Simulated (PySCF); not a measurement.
## Electronic structure of V (vanadium, neutral) at the UHF level

Configuration: [Ar] 3d3 4s2, high-spin 4F determinant. Calculation: PySCF 2.14, in aug-cc-pVQZ-DK (9s8p6d4f3g2h, 140 functions); scalar relativity by spin-free X2C-1e.

```json
{
 "Total energy": "-948.143761 hartree",
 "One-electron energy": "-1301.3313 hartree",
 "Hartree (Coulomb) energy": "397.8012 hartree",
 "Exchange energy": "-44.6137 hartree",
 "⟨S²⟩": "3.7631",
 "⟨L²⟩": "12.035",
 "Sum of ⟨r⟩": "21.62 bohr",
 "Sum of ⟨r²⟩": "47.25 bohr²",
 "Langevin diamagnetic susceptibility": "-37.4 ×10⁻⁶ cm³/mol"
}
```

| shell | electrons | mean orbital energy (eV) | rms radius, mean of both spins (bohr) |
| --- | --- | --- | --- |
| 1s α | 1 | -5520.1 | 0.0768 |
| 1s β | 1 | -5520.1 | 0.0768 |
| 2s α | 1 | -658.05 | 0.332 |
| 2s β | 1 | -656.46 | 0.332 |
| 2p α | 3 | -546.62 | 0.303 |
| 2p β | 3 | -545.04 | 0.303 |
| 3s α | 1 | -90.578 | 1.02 |
| 3s β | 1 | -84.854 | 1.02 |
| 3p α | 3 | -58.584 | 1.11 |
| 3p β | 3 | -51.564 | 1.11 |
| 3d α | 3 | -13.754 | 1.51 |
| 4s α | 1 | -6.788 | 3.89 |
| 4s β | 1 | -5.911 | 3.89 |

Densities and radii are taken from the X2C orbitals without a picture-change correction, which distorts them close to the nucleus.

Spin-orbit constants ζ (cm⁻¹) from the X2C one-electron operator on these orbitals: bare nucleus, nucleus screened by l(l+1)(2l+1)/3 electrons, and screened by the Breit-Pauli mean field of the electrons.

| shell | bare | screened nucleus | mean field |
| --- | --- | --- | --- |
| 2p | 40760 | 37210 | n/a |
| 3p | 4563 | 4166 | n/a |
| 3d | 351.4 | 198.6 | n/a |

To first order the Landé constant is A = 66.21 cm⁻¹, so the lowest level has J = 3/2 and lies 0.0493 eV below the centre of the term. This holds in LS coupling only.
